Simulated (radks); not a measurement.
Results of a calculation; reference values are marked as such.
Nb14+, 27 electrons, occupied as [Ar] 3d7 4s2 (not the ground configuration). Code: a radial shooting solver on a logarithmic mesh with Libxc functionals. Model: scalar-relativistic Kohn-Sham, PBE, spin-polarised, spherical densities, point nucleus; open shells are filled with parallel spins first (spin-orbit coupling, left out, can overturn this in heavy ions).

Unscreened Slater integrals over Kohn-Sham orbitals (cm^-1). They are taken over the spin-up orbitals. Empty in this configuration: 4p.

\begin{tabular}{lr}
integral & value \\ \hline
F0(4s,4s) & 210360 \\
F0(4s,3d) & 264630 \\
G2(4s,3d) & 24629 \\
F0(4s,3p) & 261970 \\
G1(4s,3p) & 24788 \\
F0(4s,4p) & 206360 \\
G1(4s,4p) & 140980 \\
F0(3d,3d) & 499910 \\
F2(3d,3d) & 250370 \\
F4(3d,3d) & 160030 \\
F0(3d,3p) & 477450 \\
F2(3d,3p) & 231760 \\
G1(3d,3p) & 265790 \\
G3(3d,3p) & 171140 \\
F0(3d,4p) & 257630 \\
F2(3d,4p) & 70725 \\
G1(3d,4p) & 23479 \\
G3(3d,4p) & 23308 \\
F0(3p,3p) & 464300 \\
F2(3p,3p) & 234410 \\
F0(3p,4p) & 255060 \\
F2(3p,4p) & 74050 \\
G0(3p,4p) & 19826 \\
G2(3p,4p) & 24024 \\
F0(4p,4p) & 202670 \\
F2(4p,4p) & 107090 \\
\end{tabular}

Derived for the open shells (J is the average intra-shell exchange parameter used in DFT+U). 3d: Racah B = F2/49 - 5 F4/441 = 3295 cm^-1, C = 35 F4/441 = 12700 cm^-1, C/B = 3.85, F4/F2 = 0.639, J = (F2 + F4)/14 = 29310 cm^-1.
